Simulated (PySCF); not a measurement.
Compound: CF3CH2CN, C3H2F3N.
Structure used (PBE0-D3(BJ)/def2-SVP), in Å, numbered top down from 1:
```
atom  x, y, z in Å
N1     2.559   -0.206    0.685
C2     1.467    0.130    0.508
C3     0.095    0.562    0.299
C4    -0.747   -0.454   -0.456
F5    -0.812   -1.610    0.196
F6    -1.987    0.015   -0.593
F7    -0.254   -0.687   -1.669
H8    -0.387    0.748    1.270
H9     0.082    1.504   -0.269
```

Computed with PySCF at wB97X-D/def2-SVPD, non-relativistic, on one gas-phase PBE0-D3(BJ)/def2-SVP geometry that isn't relaxed in the solvent. The solvent is an IEF-PCM continuum (van der Waals radii × 1.2), and excitations are vertical TDDFT with non-equilibrium linear response and a frozen core. The model holds no explicit solvent molecules, cavitation or dispersion.

Gas-phase singlets (H = HOMO, L = LUMO):

```json
{"state": "S1", "E (eV)": "7.609", "λ (nm)": "163", "f": "0.000", "leading configurations": "H→L 52%, H→L+2 29%, H-1→L+1 14%"}
{"state": "S2", "E (eV)": "8.039", "λ (nm)": "154", "f": "0.003", "leading configurations": "H→L+1 44%, H-1→L 34%, H-1→L+2 17%"}
{"state": "S3", "E (eV)": "8.121", "λ (nm)": "153", "f": "0.001", "leading configurations": "H-1→L+1 77%, H→L 10%"}
{"state": "S4", "E (eV)": "9.212", "λ (nm)": "135", "f": "0.014", "leading configurations": "H-2→L 63%, H-2→L+2 33%"}
{"state": "S5", "E (eV)": "9.488", "λ (nm)": "131", "f": "0.013", "leading configurations": "H-2→L+1 90%"}
```

Give the list for chloroform (ε = 4.711), n² = 2.09.

```json
{"state": "S1", "E (eV)": "7.665", "λ (nm)": "162", "f": "0.000", "leading configurations": "H→L 71%, H→L+2 13%, H-1→L+1 12%", "change by rank (eV)": "+0.056"}
{"state": "S2", "E (eV)": "8.097", "λ (nm)": "153", "f": "0.004", "leading configurations": "H→L+1 45%, H-1→L 43%", "change by rank (eV)": "+0.058"}
{"state": "S3", "E (eV)": "8.193", "λ (nm)": "151", "f": "0.001", "leading configurations": "H-1→L+1 81%, H→L 11%", "change by rank (eV)": "+0.072"}
{"state": "S4", "E (eV)": "9.398", "λ (nm)": "132", "f": "0.021", "leading configurations": "H-2→L 82%, H-2→L+2 15%", "change by rank (eV)": "+0.186"}
{"state": "S5", "E (eV)": "9.691", "λ (nm)": "128", "f": "0.034", "leading configurations": "H-2→L+1 93%", "change by rank (eV)": "+0.203"}
```

What are the lowest 5 singlets in acetone (ε = 20.49)?

```json
{"state": "S1", "E (eV)": "7.683", "λ (nm)": "161", "f": "0.000", "leading configurations": "H→L 74%, H-1→L+1 11%, H→L+2 10%", "change by rank (eV)": "+0.074"}
{"state": "S2", "E (eV)": "8.118", "λ (nm)": "153", "f": "0.004", "leading configurations": "H-1→L 45%, H→L+1 45%", "change by rank (eV)": "+0.079"}
{"state": "S3", "E (eV)": "8.221", "λ (nm)": "151", "f": "0.001", "leading configurations": "H-1→L+1 82%, H→L 11%", "change by rank (eV)": "+0.100"}
{"state": "S4", "E (eV)": "9.477", "λ (nm)": "131", "f": "0.021", "leading configurations": "H-2→L 86%, H-2→L+2 11%", "change by rank (eV)": "+0.265"}
{"state": "S5", "E (eV)": "9.776", "λ (nm)": "127", "f": "0.037", "leading configurations": "H-2→L+1 91%", "change by rank (eV)": "+0.288"}
```

The ground-state energy changes by -0.312 eV from gas to acetone. By how much does the total energy of gas-phase S5 change?

E(S5) = E(S0) + excitation energy, so it changes by -0.312 + 0.288 = -0.024 eV: it is lowered less than the ground state, which is what a blue shift means. This is the vertical state, with the slow part of the continuum still set for S0.

How do the frontier levels move from gas to acetone?

```json
{"orbital": "LUMO+2", "gas (eV)": "2.16", "solvent (eV)": "2.41", "change (eV)": "+0.25", "Löwdin shares, gas": "C2 32 %, N1 21 %, C3 16 %, C4 9 %", "Löwdin shares, solvent": "C2 31 %, C4 14 %, C3 13 %, N1 11 %"}
{"orbital": "LUMO+1", "gas (eV)": "2.08", "solvent (eV)": "2.26", "change (eV)": "+0.18", "Löwdin shares, gas": "N1 35 %, C2 30 %, C3 16 %, H8 8 %", "Löwdin shares, solvent": "N1 39 %, C2 35 %, C3 13 %, H8 6 %"}
{"orbital": "LUMO", "gas (eV)": "1.61", "solvent (eV)": "1.86", "change (eV)": "+0.25", "Löwdin shares, gas": "C2 23 %, N1 20 %, C3 20 %, H8 9 %", "Löwdin shares, solvent": "N1 32 %, C2 30 %, C3 14 %, C4 8 %"}
{"orbital": "HOMO", "gas (eV)": "-12.07", "solvent (eV)": "-12.03", "change (eV)": "+0.04", "Löwdin shares, gas": "N1 48 %, C2 37 %, C3 8 %", "Löwdin shares, solvent": "N1 47 %, C2 34 %, C3 10 %"}
{"orbital": "HOMO-1", "gas (eV)": "-12.11", "solvent (eV)": "-12.09", "change (eV)": "+0.02", "Löwdin shares, gas": "N1 46 %, C2 35 %, C3 8 %, C4 4 %", "Löwdin shares, solvent": "N1 44 %, C2 32 %, C3 9 %, C4 5 %"}
{"orbital": "HOMO-2", "gas (eV)": "-12.93", "solvent (eV)": "-13.16", "change (eV)": "-0.23", "Löwdin shares, gas": "N1 80 %, C2 17 %", "Löwdin shares, solvent": "N1 77 %, C2 17 %"}
{"orbital": "HOMO-3", "gas (eV)": "-14.27", "solvent (eV)": "-14.00", "change (eV)": "+0.27", "Löwdin shares, gas": "F5 22 %, F7 22 %, C3 19 %, C4 10 %", "Löwdin shares, solvent": "F5 20 %, F7 20 %, C3 18 %, C2 11 %"}
```

The HOMO–LUMO gap goes from 13.67 to 13.88 eV. Rows go by rank; for LUMO the atom shares or the degeneracy differ between the runs, so the row needn't follow one orbital.

wB97X-D is run here without its empirical dispersion term; that term would change no orbital, density or response property at a fixed geometry.
